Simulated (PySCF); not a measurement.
Isomers of C6H7NO.

All values: PBE0/pcSseg-1 (PySCF) at GFN2-xTB geometries, gas phase, one conformer each.

Question: Rank by dipole moment, highest first.
A. `[NH2:1][c:2]1[cH:3][cH:4][cH:5][c:6]([OH:7])[cH:8]1` with C5–C6–O7–H 1°
B. `[CH3:1][C:2](=[O:3])[c:4]1[cH:5][cH:6][nH:7][cH:8]1` with C1–C2–C4–C5 0°
C. `[CH2:1]=[C:2]=[C:3]=[CH:4][CH2:5][C:6]([NH2:7])=[O:8]` with C3–C4–C5–C6 -92°, C4–C5–C6–N7 61°, C5–C6–N7–H -8° and -177°
D. `[OH:1][NH:2][c:3]1[cH:4][cH:5][cH:6][cH:7][cH:8]1` with H–O1–N2–C3 -102°, O1–N2–C3–C4 27°
E. `[CH3:1][O:2][c:3]1[cH:4][cH:5][cH:6][cH:7][n:8]1` with C1–O2–C3–C4 180°
F. `[CH3:1][O:2][c:3]1[cH:4][cH:5][cH:6][n:7][cH:8]1` with C1–O2–C3–C4 180°

Answer: B (4.36 D), C (3.55 D), F (1.83 D), A (1.18 D), D (1.00 D), E (0.65 D).

Question: Rank by the lowest Hirshfeld charge on any atom, lowest value first.
A. `[CH:1]#[C:2][CH2:3][NH:4][C:5](=[O:6])[CH:7]=[CH2:8]` with C2–C3–N4–C5 -122°, C3–N4–C5–O6 -4°, N4–C5–C7–C8 179°
B. `[CH3:1][O:2][c:3]1[cH:4][cH:5][n:6][cH:7][cH:8]1` with C1–O2–C3–C4 180°
C. `[NH2:1][c:2]1[cH:3][cH:4][c:5]([OH:6])[cH:7][cH:8]1` with C4–C5–O6–H -179°
D. `[CH3:1][O:2][c:3]1[cH:4][cH:5][cH:6][n:7][cH:8]1` with C1–O2–C3–C4 180°
E. `[CH3:1][C:2](=[O:3])[c:4]1[cH:5][cH:6][nH:7][cH:8]1` with C1–C2–C4–C5 0°
F. `[cH:1]1[n:2][o:3][cH:4][c:5]1[CH:6]1[CH2:7][CH2:8]1` with C4–C5–C6–C7 -33°

Answer: A (-0.282 e), E (-0.260 e), C (-0.206 e), B (-0.180 e), D (-0.163 e), F (-0.119 e).

Question: Rank by HOMO–LUMO gap, highest first.
A. `[CH2:1]=[C:2]=[C:3]=[CH:4][CH2:5][C:6]([NH2:7])=[O:8]` with C3–C4–C5–C6 -92°, C4–C5–C6–N7 61°, C5–C6–N7–H -8° and -177°
B. `[OH:1][CH2:2][c:3]1[cH:4][cH:5][cH:6][cH:7][n:8]1` with H–O1–C2–C3 0°, O1–C2–C3–C4 180°
C. `[CH3:1][O:2][c:3]1[cH:4][cH:5][n:6][cH:7][cH:8]1` with C1–O2–C3–C4 180°
D. `[CH3:1][C:2](=[O:3])[c:4]1[cH:5][cH:6][nH:7][cH:8]1` with C1–C2–C4–C5 0°
E. `[NH2:1][c:2]1[cH:3][cH:4][c:5]([OH:6])[cH:7][cH:8]1` with C4–C5–O6–H -179°
F. `[cH:1]1[n:2][o:3][cH:4][c:5]1[CH:6]1[CH2:7][CH2:8]1` with C4–C5–C6–C7 -33°

Answer: C (6.83 eV), F (6.70 eV), B (6.22 eV), D (5.93 eV), E (5.33 eV), A (5.03 eV).

All values together:

```
          SMILES  μ (D)  HOMO (eV)  LUMO (eV)  lowest IAO charge (e)  highest IAO charge (e)  lowest Hirshfeld charge (e)  highest Hirshfeld charge (e)
      OCc1ccccn1   3.90      -7.23      -1.01             -0.560 (O)              +0.344 (H)                   -0.248 (O)                    +0.120 (H)
CC(=O)c1cc[nH]c1   4.36      -6.61      -0.69             -0.478 (C)              +0.380 (C)                   -0.260 (O)                    +0.163 (H)
      ONc1ccccc1   1.00      -6.06      -0.11             -0.456 (O)              +0.374 (H)                   -0.171 (O)                    +0.173 (H)
      COc1cccnc1   1.83      -6.84      -0.70             -0.325 (O)              +0.175 (C)                   -0.163 (N)                    +0.070 (C)
    Nc1ccc(O)cc1   2.19      -5.43      -0.10             -0.517 (N)              +0.359 (H)                   -0.206 (N)                    +0.175 (H)
  C=C=C=CCC(N)=O   3.55      -6.89      -1.87             -0.509 (N)              +0.451 (C)                   -0.298 (O)                    +0.177 (C)
      COc1ccncc1   3.31      -7.24      -0.42             -0.318 (O)              +0.227 (C)                   -0.180 (N)                    +0.087 (C)
Cc1cccc[n+]1[O-]   3.56      -6.26      -1.02             -0.530 (O)              +0.283 (N)                   -0.285 (O)                    +0.119 (N)
      COc1ccccn1   0.65      -6.78      -0.64             -0.337 (N)              +0.325 (C)                   -0.168 (N)                    +0.135 (C)
    c1nocc1C1CC1   3.61      -7.10      -0.40             -0.285 (C)              +0.176 (H)                   -0.119 (N)                    +0.071 (H)
   C#CCNC(=O)C=C   3.32      -7.50      -1.10             -0.510 (O)              +0.421 (C)                   -0.282 (O)                    +0.165 (C)
    Nc1cccc(O)c1   1.18      -5.84       0.20             -0.506 (N)              +0.362 (H)                   -0.194 (N)                    +0.178 (H)
```

Conformers: `[OH:1][CH2:2][c:3]1[cH:4][cH:5][cH:6][cH:7][n:8]1` with H–O1–C2–C3 0°, O1–C2–C3–C4 180°; `[CH3:1][C:2](=[O:3])[c:4]1[cH:5][cH:6][nH:7][cH:8]1` with C1–C2–C4–C5 0°; `[OH:1][NH:2][c:3]1[cH:4][cH:5][cH:6][cH:7][cH:8]1` with H–O1–N2–C3 -102°, O1–N2–C3–C4 27°; `[CH3:1][O:2][c:3]1[cH:4][cH:5][cH:6][n:7][cH:8]1` with C1–O2–C3–C4 180°; `[NH2:1][c:2]1[cH:3][cH:4][c:5]([OH:6])[cH:7][cH:8]1` with C4–C5–O6–H -179°; `[CH2:1]=[C:2]=[C:3]=[CH:4][CH2:5][C:6]([NH2:7])=[O:8]` with C3–C4–C5–C6 -92°, C4–C5–C6–N7 61°, C5–C6–N7–H -8° and -177°; `[CH3:1][O:2][c:3]1[cH:4][cH:5][n:6][cH:7][cH:8]1` with C1–O2–C3–C4 180°; `[CH3:1][O:2][c:3]1[cH:4][cH:5][cH:6][cH:7][n:8]1` with C1–O2–C3–C4 180°; `[cH:1]1[n:2][o:3][cH:4][c:5]1[CH:6]1[CH2:7][CH2:8]1` with C4–C5–C6–C7 -33°; `[CH:1]#[C:2][CH2:3][NH:4][C:5](=[O:6])[CH:7]=[CH2:8]` with C2–C3–N4–C5 -122°, C3–N4–C5–O6 -4°, N4–C5–C7–C8 179°; `[NH2:1][c:2]1[cH:3][cH:4][cH:5][c:6]([OH:7])[cH:8]1` with C5–C6–O7–H 1°.
